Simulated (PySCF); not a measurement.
Electron correlation in Ca (calcium, neutral)

[Ar] 4s2, closed-shell 1S. Calculation: PySCF 2.14, in x2c-TZVPall; scalar relativity by spin-free X2C-1e. Frozen: [Ar]; 2 electrons correlated.

Total MP2 correlation energy: -18.46 mhartree.

Same-spin part 0.00 and opposite-spin part -18.46 mhartree; SCS-MP2 scales them by 1/3 and 6/5 to -22.16 mhartree.

With two correlated electrons CCSD is exact within the correlated space (frozen core and kept virtual orbitals).

```
level  correlation energy (mhartree)
 CCSD                         -28.20
```

Diagnostics: T1 = 0.013, D1 = 0.0179, largest double amplitude 0.123.

Is a single reference adequate?

Mostly. T1 lies below 0.03, but a double amplitude of this size points to a near-degeneracy that CCSD handles and MP2 describes poorly.
